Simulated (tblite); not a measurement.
Species: C11H9NSi.
SMILES with atom numbers: `[N:1]#[C:2][c:3]1[cH:4][cH:5][c:6]([SiH3:7])[c:8]2[cH:9][cH:10][cH:11][cH:12][c:13]12` (hydrogens: H14 on C4; H15 on C5; H16, H17, H18 on Si7; H19 on C9; H20 on C10; H21 on C11; H22 on C12)

Computed with GFN2-xTB (tblite), gas phase: L-BFGS steps from a force-field or distance-geometry start until the largest atomic force falls under 0.01 eV/Å.

Step 15: E = -891.0552 eV
```
atom  x, y, z in Å  |  force x, y, z in eV/Å
N1      4.2719   -1.2243   -0.1107   -0.042   0.030   0.001
C2      3.1297   -1.1119   -0.0964    0.034   0.000   0.002
C3      1.7206   -1.0247   -0.0819   -0.012  -0.022   0.011
C4      0.9812   -2.1859   -0.1574   -0.006  -0.013  -0.023
C5     -0.4133   -2.1272   -0.1471    0.005  -0.016   0.020
C6     -1.1019   -0.9371   -0.0586    0.053   0.003  -0.008
Si7    -2.9959   -0.9978   -0.0533    0.081   0.014   0.004
C8     -0.3532    0.2692    0.0212   -0.008   0.022   0.005
C9     -0.9756    1.5321    0.1126   -0.003   0.036   0.003
C10    -0.2426    2.6853    0.1883    0.018  -0.020   0.004
C11     1.1598    2.6386    0.1777    0.010  -0.015   0.003
C12     1.8020    1.4350    0.0913   -0.005  -0.037  -0.009
C13     1.0679    0.2346    0.0115   -0.014  -0.013  -0.010
H14     1.4883   -3.1379   -0.2291   -0.027  -0.004   0.005
H15    -0.9654   -3.0537   -0.2069    0.018  -0.024  -0.007
H16    -3.5090   -0.4396    1.1983   -0.004   0.039   0.008
H17    -3.3743   -2.4071   -0.1479   -0.021  -0.018  -0.001
H18    -3.5208   -0.2749   -1.2120   -0.006   0.043  -0.005
H19    -2.0550    1.5734    0.1218   -0.005   0.002  -0.001
H20    -0.7355    3.6447    0.2586   -0.016  -0.042  -0.006
H21     1.7290    3.5548    0.2387   -0.030  -0.012  -0.002
H22     2.8817    1.3736    0.0805   -0.019   0.047   0.006
```

Step 16: E = -891.0559 eV
```
atom  x, y, z in Å  |  force x, y, z in eV/Å
N1      4.2729   -1.2191   -0.1103   -0.079   0.025   0.001
C2      3.1297   -1.1130   -0.0965    0.062   0.012   0.002
C3      1.7205   -1.0267   -0.0822   -0.003  -0.017   0.013
C4      0.9809   -2.1877   -0.1571    0.010  -0.011  -0.029
C5     -0.4133   -2.1284   -0.1476    0.001  -0.015   0.026
C6     -1.1012   -0.9381   -0.0586    0.053  -0.008  -0.011
Si7    -2.9936   -0.9938   -0.0533    0.034   0.007   0.018
C8     -0.3529    0.2672    0.0213   -0.003   0.038   0.002
C9     -0.9750    1.5299    0.1124   -0.013   0.033   0.003
C10    -0.2439    2.6837    0.1878    0.017   0.001   0.011
C11     1.1579    2.6379    0.1778    0.031  -0.042  -0.002
C12     1.8001    1.4337    0.0915   -0.007  -0.004  -0.012
C13     1.0674    0.2327    0.0110    0.017  -0.010  -0.004
H14     1.4882   -3.1395   -0.2291   -0.030  -0.006   0.006
H15    -0.9655   -3.0543   -0.2071    0.008  -0.037  -0.009
H16    -3.5079   -0.4343    1.1990    0.007   0.027  -0.016
H17    -3.3704   -2.4040   -0.1476   -0.027  -0.009  -0.001
H18    -3.5193   -0.2696   -1.2116    0.000   0.034   0.003
H19    -2.0536    1.5706    0.1216   -0.036   0.003   0.000
H20    -0.7372    3.6430    0.2586   -0.020  -0.045  -0.008
H21     1.7264    3.5546    0.2387   -0.024  -0.015  -0.001
H22     2.8793    1.3743    0.0804    0.002   0.039   0.007
```

Step 17: E = -891.0565 eV
```
atom  x, y, z in Å  |  force x, y, z in eV/Å
N1      4.2734   -1.2143   -0.1100   -0.071   0.017   0.001
C2      3.1299   -1.1136   -0.0965    0.048   0.023   0.003
C3      1.7204   -1.0288   -0.0822    0.004  -0.004   0.009
C4      0.9806   -2.1895   -0.1574    0.021  -0.012  -0.025
C5     -0.4131   -2.1299   -0.1476   -0.003  -0.008   0.022
C6     -1.0997   -0.9389   -0.0589    0.035  -0.014  -0.008
Si7    -2.9909   -0.9903   -0.0531   -0.015  -0.003   0.019
C8     -0.3526    0.2663    0.0214    0.009   0.020  -0.004
C9     -0.9749    1.5284    0.1123   -0.014   0.041   0.004
C10    -0.2446    2.6826    0.1876    0.004  -0.016   0.012
C11     1.1569    2.6365    0.1779    0.018  -0.017  -0.002
C12     1.7983    1.4325    0.0915    0.020  -0.009  -0.014
C13     1.0671    0.2308    0.0105    0.036   0.003   0.004
H14     1.4876   -3.1413   -0.2290   -0.025  -0.013   0.005
H15    -0.9654   -3.0556   -0.2074    0.001  -0.038  -0.008
H16    -3.5068   -0.4291    1.1994    0.018   0.015  -0.035
H17    -3.3677   -2.4015   -0.1473   -0.028   0.010   0.000
H18    -3.5181   -0.2643   -1.2112    0.010   0.020   0.019
H19    -2.0530    1.5684    0.1215   -0.052   0.005   0.000
H20    -0.7390    3.6407    0.2585   -0.023  -0.027  -0.007
H21     1.7237    3.5542    0.2388   -0.014  -0.021  -0.001
H22     2.8772    1.3759    0.0804    0.019   0.027   0.006
```

Q: Estimate the geometry and energy of step 18. (The exact step hangs on the optimiser's Hessian estimate; all steps are aligned on step 17, rigid shifts and turns removed.)

A: E = -891.0570 eV, largest force 0.047 eV/Å
```
atom  x, y, z in Å  |  force x, y, z in eV/Å
N1      4.2734   -1.2103   -0.1098   -0.026   0.010   0.000
C2      3.1299   -1.1136   -0.0964    0.008   0.028   0.004
C3      1.7204   -1.0305   -0.0820    0.003  -0.001   0.002
C4      0.9807   -2.1911   -0.1581    0.019  -0.002  -0.012
C5     -0.4130   -2.1315   -0.1471    0.002  -0.010   0.010
C6     -1.0979   -0.9397   -0.0592    0.002  -0.009  -0.001
Si7    -2.9888   -0.9877   -0.0527   -0.039  -0.010   0.009
C8     -0.3521    0.2660    0.0214    0.010   0.007  -0.008
C9     -0.9751    1.5280    0.1123   -0.019  -0.001   0.001
C10    -0.2449    2.6815    0.1877   -0.010  -0.004   0.012
C11     1.1562    2.6353    0.1779    0.011  -0.021  -0.004
C12     1.7976    1.4313    0.0911    0.023   0.016  -0.010
C13     1.0673    0.2294    0.0101    0.034   0.011   0.008
H14     1.4867   -3.1430   -0.2288   -0.012  -0.025   0.002
H15    -0.9651   -3.0575   -0.2078    0.002  -0.025  -0.005
H16    -3.5056   -0.4248    1.1992    0.023   0.009  -0.040
H17    -3.3662   -2.3995   -0.1471   -0.028   0.025   0.001
H18    -3.5169   -0.2597   -1.2105    0.019   0.009   0.032
H19    -2.0534    1.5670    0.1214   -0.046   0.007   0.000
H20    -0.7409    3.6384    0.2582   -0.018  -0.012  -0.005
H21     1.7214    3.5535    0.2388    0.002  -0.015   0.000
H22     2.8760    1.3779    0.0805    0.041   0.013   0.004
```

The energy changes by -0.0005 eV. The first-order estimate −F·Δx gives -0.0007 eV and the mean of the old and new forces, exact on a quadratic surface, -0.0005 eV. The step makes an angle of 68° with the force vector and moves no atom by more than 0.005 Å.

What follows is the cost of the whole relaxation. Hardware: an Arm Neoverse V1 with one thread, shared host with 32 logical CPUs at a one-minute load of 30. Cost: 0.44 s of wall time.
